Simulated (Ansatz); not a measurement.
# A geometry optimisation of C2H6MgO with PBE0-D4/def2-SVP

The starting geometry of this gas-phase triplet was optimised with GFN2-xTB as a singlet.

```xyz
10

C     0.4497   -0.6750   -1.0522
C    -0.1572   -2.0066   -1.4304
Mg   -0.7739   -3.0454    0.2721
O    -0.5825   -2.5150    1.8743
H     1.3164   -0.8122   -0.4059
H    -0.2736   -0.0527   -0.5255
H     0.7737   -0.1376   -1.9486
H     0.5696   -2.6235   -1.9557
H    -1.0253   -1.8645   -2.0715
H    -0.4661   -2.1973    2.7617
```

Q: Where would you expect an optimisation with PBE0-D4/def2-SVP to take it?

A: It loosens into C2H5 + HMgO, which stay close as a complex. Contacts that open: C2–Mg3 (2.09 → 2.95 Å).

The energy falls by 1.44 eV over 40 steps:

```tsv
step	E − E(last) (eV)
1	1.444
5	0.088
10	0.070
14	0.066
18	0.051
23	0.007
27	0.001
31	0.000
36	0.000
40	0.000
```

Final geometry (Å):

```yaml
atoms:
  - { symbol: C, position_ang: [0.2964, -0.6055, -0.9991] }
  - { symbol: C, position_ang: [-0.1518, -1.8332, -1.6890] }
  - { symbol: Mg, position_ang: [-1.0396, -3.5159, 0.5698] }
  - { symbol: O, position_ang: [-0.0959, -2.3023, 1.5674] }
  - { symbol: H, position_ang: [0.3831, -0.8071, 0.0916] }
  - { symbol: H, position_ang: [-0.4010, 0.2318, -1.1436] }
  - { symbol: H, position_ang: [1.2987, -0.2895, -1.3398] }
  - { symbol: H, position_ang: [0.5360, -2.6783, -1.8140] }
  - { symbol: H, position_ang: [-1.1036, -1.8895, -2.2266] }
  - { symbol: H, position_ang: [0.1083, -2.2402, 2.5017] }
```

No frequencies were run, so the end isn't proven a minimum. Open shells are spin-unrestricted. The triplet needn't be the ground state. Run with Ansatz 0.2.0, 2.5 min on 2 threads of Arm Neoverse V1, on a shared host.
